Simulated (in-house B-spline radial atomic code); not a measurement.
**RPA and G0W0 on CAM-B3LYP: Sr+**

Configuration [Kr] 5s1, highest spin, mean-field start CAM-B3LYP. Computed with a B-spline radial code for spherical atoms: all electrons, scalar-relativistic (spin-free one-electron X2C), finite nucleus, each spin shell either full or empty, empty states to l = 9 with an (l + 1/2)⁻⁴ tail; G0W0 by contour deformation at full frequency.

RPA overbinds a lone outer s electron by self-correlation, and G0W0 tends to as well.

Command:
```bash
python run_gw.py task.json out
```
Settings (radii: box in bohr, nucleus in fm):
```
Z                        38
electrons                37
configuration            [Kr] 5s1
hamiltonian              x2c
method                   camb3lyp
lmax                     9
rms_radius               4.224
spin_polarised           True
box_radius               23.78
intervals                71
ion_configuration        [Ar] 3d10 4s2 4p6
```

Cost of the run: 12 s on 1 thread of Arm Neoverse N1, on a shared host.

Energies (hartree):

```
                                     term        value
                         mean-field total  -3179.27088
Hartree-Fock functional on these orbitals  -3177.16058
                      direct second order      -3.0044
                    second-order exchange      0.86656
                         SOSEX correction      0.80513
```

Q: What is the RPA correlation energy, and what remains with SOSEX?

A: RPA gives -2.6468 hartree (-1.95 eV per electron); RPA + SOSEX gives -1.8417, and the second-order doubles -2.1378 hartree (no singles). SOSEX takes back 30 % of the RPA value.

Quasi-particle levels (eV):

```
  level  occupied  mean field  Σx - vxc     Σc  QP weight    G0W0
  5s up       yes     -10.189     -0.26      ?          ?       ?
4p down       yes      -32.40     -2.97   0.03      0.881  -35.33
5s down        no      -6.689      2.34  -1.37      0.921  -5.723
```

G0W0 = mean field + (Σx - vxc) + Σc, with Σc (partial-wave tail included) taken at the quasi-particle energy. Only the outer levels were computed. Levels of low weight are left out.

Q: Where does G0W0 put 5s up?

A: At -11.429 eV, with Σc = -0.98 eV and a quasi-particle weight of 0.953. The tabulated removal energy is 11.030 eV (NIST, measured); the calculation leaves out spin-orbit coupling, Breit and QED terms, and what these don't explain is the method's own error.

Q: What does it cost to remove one electron (to [Ar] 3d10 4s2 4p6) by differences of total energies, each species on its own start (correlation terms add to the Hartree-Fock functional)?

A: CAM-B3LYP 11.207 eV, Hartree-Fock functional 10.405 eV, + RPA 11.281 eV, + RPA + SOSEX 10.903 eV, + second order 11.216 eV. Tabulated: 11.030 eV (NIST, measured); the calculation leaves out spin-orbit coupling, Breit and QED terms, and what these don't explain is the method's own error.
